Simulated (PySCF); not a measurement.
Atom-mapped SMILES (the numbers label the heavy atoms): `[O:1]=[C:2]1[O:3][CH2:4][CH:5]=[C:6]1[SiH3:7]`; H(Xn) means a hydrogen on atom n.

- GFN2-xTB geometry
- shielding tensors at PBE0/pcSseg-1 (GIAO)
- program: PySCF
- no solvent, no relativistic terms, single conformer, averaged over atoms made equivalent by symmetry, fast rotation or ring inversion

List the cross peaks expected in HSQC, COSY and HMBC spectra.

Answers



HSQC (one-bond C–H):
```tsv
δH	δC
7.81 (H(C5))	170.1 (C5)
5.00 (H(C4))	76.5 (C4)
```

COSY cross peaks (H two or three bonds apart, from the bond graph; peaks can be absent where the dihedral angle is near 90°):
```tsv
δH	δH
7.81 (H(C5))	5.00 (H(C4))
```

HMBC (two and three bonds, from the bond graph):
```tsv
δH	δC
7.81 (H(C5))	180.1 (C2), 137.3 (C6), 76.5 (C4)
5.00 (H(C4))	180.1 (C2), 170.1 (C5), 137.3 (C6)
4.27 (H(Si7))	180.1 (C2), 170.1 (C5), 137.3 (C6)
```

References, each an isolated molecule treated in the same way: 1H (σ = 31.72 ppm) and 13C (σ = 186.93 ppm) against TMS.

Shifts are as computed. Against solution values, carbons near 30 ppm lie about +3 ppm off and those near 130 ppm about +5 ppm. Of 1211 compounds with measured shifts, 218 miss one by over three times the rms of a fit or turn the order of signals round; such compounds aren't used in these exercises.
